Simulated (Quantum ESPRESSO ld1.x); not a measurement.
Radial electron density D(r) = 4 pi r^2 rho(r) of an atom or ion with 34 electrons. Calculated with ld1.x of Quantum ESPRESSO 7.5: non-relativistic Kohn-Sham, LDA (Slater exchange, Perdew-Wang correlation), spin-polarised, spherical densities, point nucleus.

| r (bohr) | D(r) (e/bohr) | spin D(r) |
|---|---|---|
| 0.003229 | 3.340 | -0.0000864 |
| 0.003729 | 4.297 | -0.000107 |
| 0.004273 | 5.424 | -0.000128 |
| 0.004934 | 6.899 | -0.000151 |
| 0.005653 | 8.599 | -0.000168 |
| 0.006529 | 10.77 | -0.000173 |
| 0.00748 | 13.20 | -0.000153 |
| 0.008639 | 16.21 | -0.0000812 |
| 0.009897 | 19.44 | 0.0000727 |
| 0.01143 | 23.24 | 0.000392 |
| 0.0131 | 27.09 | 0.000937 |
| 0.01512 | 31.28 | 0.00193 |
| 0.01733 | 35.14 | 0.00348 |
| 0.02001 | 38.81 | 0.00612 |
| 0.02293 | 41.60 | 0.0100 |
| 0.02648 | 43.50 | 0.0162 |
| 0.03033 | 44.11 | 0.0248 |
| 0.03503 | 43.44 | 0.0378 |
| 0.04013 | 41.78 | 0.0544 |
| 0.04635 | 39.48 | 0.0773 |
| 0.0531 | 37.52 | 0.104 |
| 0.06133 | 36.58 | 0.135 |
| 0.07026 | 37.45 | 0.165 |
| 0.08114 | 40.45 | 0.192 |
| 0.09297 | 44.73 | 0.204 |
| 0.1074 | 49.48 | 0.196 |
| 0.123 | 52.49 | 0.165 |
| 0.1421 | 52.56 | 0.110 |
| 0.1628 | 49.14 | 0.0550 |
| 0.188 | 42.74 | 0.0204 |
| 0.2153 | 36.17 | 0.0407 |
| 0.2487 | 31.26 | 0.138 |
| 0.2849 | 30.11 | 0.290 |
| 0.3291 | 32.24 | 0.460 |
| 0.377 | 35.35 | 0.553 |
| 0.4354 | 36.91 | 0.515 |
| 0.4988 | 34.99 | 0.346 |
| 0.5761 | 29.38 | 0.114 |
| 0.66 | 22.25 | -0.0121 |
| 0.7622 | 15.00 | 0.104 |
| 0.8733 | 9.909 | 0.509 |
| 1.009 | 6.812 | 1.18 |
| 1.155 | 5.524 | 1.86 |
| 1.334 | 4.940 | 2.40 |
| 1.529 | 4.418 | 2.57 |
| 1.766 | 3.599 | 2.36 |
| 2.023 | 2.653 | 1.90 |
| 2.336 | 1.699 | 1.32 |
| 2.676 | 1.003 | 0.840 |
| 3.091 | 0.5230 | 0.469 |
| 3.541 | 0.2629 | 0.248 |
| 4.09 | 0.1176 | 0.115 |
| 4.686 | 0.04991 | 0.0494 |
| 5.411 | 0.01734 | 0.0173 |
| 6.2 | 0.005277 | 0.00527 |
| 7.16 | 0.001164 | 0.00116 |
| 8.203 | 0.0002109 | 0.000211 |

What is the nuclear charge?

Answer. Z = 36. The innermost maximum, from 1s, lies near 1/Z = 0.0278 bohr (found: 0.0303), and its height grows with Z. The density is that of the krypton ion Kr2+ in [Ar] 3d10 4s2 4p3 4d1; the configuration itself is not fixed sharply by these data, and Z only to about a unit. D(r) has 3 maxima, at r = 0.0303, 0.132, 0.432 bohr, and minima at 0.0618, 0.278 bohr, inside which lie 2.08, 11.11 electrons.
